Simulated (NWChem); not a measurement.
System: C3HBrF2; SMILES FC=C=C(Br)F

Parts of the log:

```
             Northwest Computational Chemistry Package (NWChem) 7.3.0
             --------------------------------------------------------

                             Geometry "geometry" -> ""
                             -------------------------

 Output coordinates in angstroms (scale by  1.889725989 to convert to a.u.)

  No.       Tag          Charge          X              Y              Z
 ---- ---------------- ---------- -------------- -------------- --------------
    1 F                    9.0000     0.64853400    -3.30476600    -0.44102200
    2 C                    6.0000     0.23775100    -2.44234300     0.50340000
    3 C                    6.0000    -0.23944500    -1.24180800     0.23930600
    4 C                    6.0000    -0.68629800    -0.02259900     0.04134200
    5 F                    9.0000    -1.96930400     0.29610300    -0.14087700
    6 Br                  35.0000     0.43844000     1.50935200    -0.02006600
    7 H                    1.0000     0.34375200    -2.85994700     1.52180100

 Effective nuclear repulsion energy (a.u.)     363.1431168811

  pbe96 is a nonlocal functional; adding pw91lda local functional.

                                 NWChem DFT Module
                                 -----------------

 Summary of "ao basis" -> "ao basis" (spherical)
 ------------------------------------------------------------------------------
       Tag                 Description            Shells   Functions and Types
 ---------------- ------------------------------  ------  ---------------------
 F                           6-31g*                  6       14   3s2p1d
 C                           6-31g*                  6       14   3s2p1d
 Br                          6-31g*                 12       32   5s4p3d
 H                           6-31g*                  2        2   2s

 in cosmo_initialize ...
 calling solv_data for solv:anisole

 solvent parameters
 solvname_short: anisole
 solvname_long:  anisole
 dielec:        4.2247
 dielecinf:     2.3025
 nonaqueous SMD model solvent descriptors
 dielec:        4.2247
 sola:          0.0000
 solb:          0.2900
 solc:          0.7500
 solg:         50.5200
 solh:          0.0000
 soln:          1.5174

          ---------------
          -cosmo- solvent
          ---------------
 Cosmo: York-Karplus, doi: 10.1021/jp992097l
 dielectric constant -eps-     =   4.22
 screen = (eps-1)/(eps    )    =   0.76330
 surface charge correction     = lagrangian

[...]

                                COSMO-SMD solvation results
                                ---------------------------

             internal energy in gas <Psi(g)|H|Psi(g)> =     -2887.639216626092
         internal energy in solvent <Psi(s)|H|Psi(s)> =     -2887.638862460173
                               delta internal energy  =         0.000354165918 (    0.22 kcal/mol)
   total free energy in solvent <Psi(s)|H+V/2|Psi(s)> =     -2887.641550036413
 polarization energy contribution <Psi(s)|V/2|Psi(s)> =        -0.002687576240 (   -1.69 kcal/mol)
    total free energy in solvent including G(SMD-CDS) =     -2887.642468047184
                       G(SMD-CDS) energy contribution =        -0.000918010771 (   -0.58 kcal/mol)
     1 M fixed-concentration free energy of solvation =        -0.003251421092 (   -2.04 kcal/mol)

                       DFT Final Molecular Orbital Analysis
                       ------------------------------------

 Vector   34  Occ=2.000000D+00  E=-2.805360D-01
              MO Center=  2.7D-01,  9.6D-01,  4.7D-03, r^2= 3.0D+00
   Bfn.  Coefficient  Atom+Function         Bfn.  Coefficient  Atom+Function
  ----- ------------  ---------------      ----- ------------  ---------------
    81      0.635753  6 Br px                82     -0.302894  6 Br py
    77     -0.284595  6 Br px                85      0.254609  6 Br px
    31      0.159344  3 C  px                59      0.145548  5 F  px
    86     -0.140017  6 Br py                78      0.137377  6 Br py
    35      0.109753  3 C  px                83      0.108642  6 Br pz

 Vector   35  Occ=2.000000D+00  E=-2.399283D-01
              MO Center=  9.0D-02, -1.3D+00,  1.6D-01, r^2= 3.7D+00
   Bfn.  Coefficient  Atom+Function         Bfn.  Coefficient  Atom+Function
  ----- ------------  ---------------      ----- ------------  ---------------
    31      0.350514  3 C  px                82      0.322269  6 Br py
    17      0.308653  2 C  px                 3     -0.263698  1 F  px
    35      0.238041  3 C  px                 7     -0.201762  1 F  px
    81     -0.177976  6 Br px                21      0.171318  2 C  px
    32      0.153415  3 C  py                78     -0.141275  6 Br py

 Vector   36  Occ=2.000000D+00  E=-2.314444D-01
              MO Center= -1.9D-01, -1.7D-01,  1.1D-01, r^2= 3.4D+00
   Bfn.  Coefficient  Atom+Function         Bfn.  Coefficient  Atom+Function
  ----- ------------  ---------------      ----- ------------  ---------------
    83      0.449338  6 Br pz                33     -0.381291  3 C  pz
    47     -0.294861  4 C  pz                37     -0.254859  3 C  pz
    87      0.209935  6 Br pz                61      0.200690  5 F  pz
    79     -0.198634  6 Br pz                65      0.153883  5 F  pz
    51     -0.151387  4 C  pz                 4     -0.091167  1 F  py

 Vector   37  Occ=0.000000D+00  E=-7.253922D-02
              MO Center=  7.1D-02, -4.8D-01,  1.7D-01, r^2= 4.8D+00
   Bfn.  Coefficient  Atom+Function         Bfn.  Coefficient  Atom+Function
  ----- ------------  ---------------      ----- ------------  ---------------
    48      0.548343  4 C  s                 86      0.415649  6 Br py
    82      0.389882  6 Br py                17     -0.370743  2 C  px
    21     -0.337561  2 C  px                49      0.287116  4 C  px
    45      0.246746  4 C  px                85      0.245921  6 Br px
    31      0.243927  3 C  px                35      0.230290  3 C  px

[...]
```

Level: PBE/6-31G* (spherical d), SMD on the gas-phase geometry. Geometry: optimised at PBE-D3(BJ)/def2-SVP. Solvent: anisole.

Q: Write an input that gives this output.

A: One answer among several that fit: the input that was run:
```
start job
memory heap 200 mb stack 900 mb global 1100 mb
geometry units angstroms noautosym nocenter noautoz
  F      0.648534    -3.304766    -0.441022
  C      0.237751    -2.442343     0.503400
  C     -0.239445    -1.241808     0.239306
  C     -0.686298    -0.022599     0.041342
  F     -1.969304     0.296103    -0.140877
  Br     0.438440     1.509352    -0.020066
  H      0.343752    -2.859947     1.521801
end
basis spherical
  F library 6-31g*
  C library 6-31g*
  Br library 6-31g*
  H library 6-31g*
end
dft
  xc xpbe96 cpbe96
  iterations 150
end
cosmo
  do_cosmo_smd true
  solvent anisole
end
task dft energy
```
